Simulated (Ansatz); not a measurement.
`CC(=O)SCCCCc1c(F)c(F)c(F)c(F)c1F` with charge -1. The state is a doublet with charge -1. Geometry PBE-D4/def2-SVP; atoms count from 1.

Cartesian coordinates in Å:
```
C -4.643 1.073 -2.590
C -3.325 0.340 -2.524
O -3.218 -0.882 -2.382
S -1.901 1.481 -2.599
C -0.534 0.281 -2.429
C 0.349 0.516 -1.202
C 1.512 -0.479 -1.133
C 2.496 -0.223 0.028
C 1.902 -0.347 1.406
C 1.513 0.778 2.176
F 1.459 2.001 1.562
C 1.147 0.681 3.515
F 0.706 1.796 4.176
C 1.070 -0.583 4.154
F 1.235 -0.644 5.537
C 1.387 -1.729 3.381
F 1.198 -2.975 3.917
C 1.748 -1.605 2.045
F 1.921 -2.738 1.292
H -5.360 0.492 -3.210
H -4.532 2.095 -3.007
H -5.093 1.163 -1.573
H 0.068 0.323 -3.362
H -1.044 -0.708 -2.388
H 0.749 1.554 -1.212
H -0.265 0.442 -0.281
H 1.112 -1.513 -1.041
H 2.077 -0.449 -2.094
H 3.342 -0.940 -0.075
H 2.923 0.797 -0.086
```

Single mean-field runs in def2-TZVP are fitted with def2-universal-jkfit. The highest occupied level of the relaxed charge -1 doublet lies above zero (up to 0.88 eV). Energy differences disagree on whether the electron is bound (positive means bound): -0.14 eV (each at its own geometry, against the charge 0 singlet, at PBE0-D4/def2-TZVP), but 0.28 eV at PBE-D4/def2-TZVP.

Question: Estimate the Mulliken populations of the heavy atoms from the PBE0/def2-TZVP orbitals of Ansatz.

Answer: 
| atom | charge (e) | spin (α − β) |
| --- | --- | --- |
| C1 | -0.37 | 0.00 |
| C2 | 0.22 | 0.05 |
| O3 | -0.35 | 0.02 |
| S4 | -0.12 | 0.00 |
| C5 | -0.15 | 0.01 |
| C6 | -0.23 | -0.02 |
| C7 | -0.19 | 0.01 |
| C8 | -0.10 | -0.07 |
| C9 | -0.18 | 0.23 |
| C10 | 0.18 | 0.01 |
| F11 | -0.23 | 0.01 |
| C12 | 0.08 | 0.08 |
| F13 | -0.22 | 0.01 |
| C14 | -0.07 | 0.46 |
| F15 | -0.24 | 0.02 |
| C16 | 0.08 | 0.06 |
| F17 | -0.22 | 0.01 |
| C18 | 0.13 | 0.04 |
| F19 | -0.23 | 0.01 |
Mulliken values depend strongly on the basis.

Question: Where does the spin sit?

Answer: Summed by element: C 0.85, O 0.02, S 0.00, F 0.05, H 0.09, of 1 unpaired in all. Largest on single atoms: C14 0.46, C9 0.23, C12 0.08.

Question: And the Mayer bond orders between heavy atoms (over 0.3)?

Answer: C1–C2 0.98 (1.51 Å); C2–O3 1.91 (1.23 Å); C2–S4 1.18 (1.83 Å); S4–C5 0.99 (1.83 Å); C5–C6 0.98 (1.53 Å); C6–C7 1.04 (1.53 Å); C7–C8 1.00 (1.54 Å); C8–C9 0.91 (1.51 Å); C9–C10 1.22 (1.42 Å); C9–C18 1.21 (1.42 Å); C10–F11 1.00 (1.37 Å); C10–C12 1.48 (1.39 Å); C12–F13 0.99 (1.37 Å); C12–C14 1.25 (1.42 Å); C14–F15 0.90 (1.39 Å); C14–C16 1.25 (1.42 Å); C16–F17 0.99 (1.37 Å); C16–C18 1.50 (1.39 Å); C18–F19 1.02 (1.37 Å).
